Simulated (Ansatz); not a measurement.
Consider the formal exchange of groups at a C–C bond: `CC/C=C\CC` + `CC(C)C` → `CC/C=C\C(C)(C)C` + ethane.

Program: Ansatz. Geometries: PBE0-D4/def2-TZVP. ΔE: electronic, gas phase. CCSD(T)/CBS is the MP2 limit (def2-TZVPP, def2-QZVPP) plus CCSD(T) − MP2 in def2-TZVPP, frozen cores. This one scheme is used for every species. Double bonds are as drawn, so ΔE can hold a change between cis and trans. DFT in def2-TZVPP. B3LYP here is the variant with VWN-RPA as its local correlation; programs differ in this. Each species was taken in one conformer, which may not be the lowest.

`CC/C=C\CC`:

```xyz
18

C    -2.668   -0.625    0.391
C    -1.517   -0.136   -0.483
C    -0.683    0.892    0.207
C     0.601    0.810    0.544
C     1.544   -0.320    0.288
C     2.691    0.086   -0.632
H    -3.298   -1.338   -0.146
H    -2.291   -1.113    1.292
H    -3.301    0.208    0.707
H    -0.907   -0.986   -0.799
H    -1.930    0.302   -1.400
H    -1.213    1.805    0.475
H     1.042    1.667    1.051
H     1.960   -0.656    1.245
H     1.018   -1.179   -0.135
H     2.315    0.380   -1.615
H     3.241    0.937   -0.221
H     3.399   -0.735   -0.768
```

`CC(C)C`:

Cartesian coordinates in Å:
```
C -0.056 -0.377 1.398
C -0.394 -0.075 -0.054
C 0.389 -0.979 -0.995
C -0.147 1.391 -0.377
H -0.637 0.248 2.081
H -0.257 -1.423 1.646
H 1.005 -0.187 1.595
H -1.462 -0.278 -0.202
H 1.466 -0.812 -0.883
H 0.131 -0.787 -2.040
H 0.195 -2.035 -0.788
H -0.415 1.623 -1.412
H 0.911 1.643 -0.244
H -0.728 2.047 0.276
```

`CC/C=C\C(C)(C)C`:

Z-matrix (Å, degrees):
```
C
C 1 1.525
H 1 1.093 2 111.2
H 1 1.093 2 111.0 3 -120.1
H 1 1.093 2 110.8 3 120.4
C 2 1.494 1 111.9 3 176.4
H 2 1.090 1 109.7 3 -59.3
H 2 1.097 1 108.8 3 56.5
C 6 1.331 2 129.7 1 115.3
H 6 1.089 2 114.0 1 -63.3
C 9 1.517 6 129.8 2 0.9
H 9 1.089 6 115.9 2 -179.3
C 11 1.529 9 108.1 6 -177.2
C 11 1.531 9 111.3 6 -58.6
C 11 1.531 9 110.9 6 64.3
H 13 1.093 11 110.8 9 -179.9
H 13 1.093 11 111.0 9 -59.9
H 13 1.094 11 111.0 9 60.1
H 14 1.094 11 110.2 9 -176.2
H 14 1.091 11 112.2 9 63.7
H 14 1.093 11 110.7 9 -56.8
H 15 1.091 11 112.0 9 -62.7
H 15 1.093 11 110.7 9 57.4
H 15 1.094 11 110.3 9 177.0
```

`CC`:

Cartesian coordinates in Å:
```
C -0.558 -0.110 -0.503
C 0.558 0.110 0.503
H -0.841 0.824 -0.996
H -0.260 -0.815 -1.282
H -1.454 -0.511 -0.022
H 0.841 -0.823 0.996
H 0.260 0.815 1.282
H 1.454 0.511 0.022
```

```json
{"level": "revPBE-D4", "ΔE (eV)": "0.05"}
{"level": "B3LYP-D4", "ΔE (eV)": "0.08"}
{"level": "ωB97X-V", "ΔE (eV)": "0.07"}
{"level": "PBE-QIDH", "ΔE (eV)": "0.09"}
{"level": "BHLYP", "ΔE (eV)": "0.19"}
{"level": "LC-ωPBE", "ΔE (eV)": "0.15"}
{"level": "CCSD(T)/def2-SVP", "ΔE (eV)": "0.03"}
{"level": "SCS-MP2/def2-TZVPP", "ΔE (eV)": "0.04"}
```

What does CCSD(T)/CBS give? (Estimate.)

The calculation gave: +0.04 eV. The listed levels differ from it by 0.01, 0.04, 0.03, 0.05, 0.15, 0.11, -0.01, 0.00 eV.

Largest T1 diagnostic among the species: 0.009.

In def2-TZVPP, CCSD(T) changes the Hartree–Fock value by −0.22 eV (the triples alone add −0.04 eV) and MP2 by −0.26 eV. From BLYP to BHLYP (50 % exact exchange), in def2-TZVPP and without D4, ΔE moves by −0.04 eV.
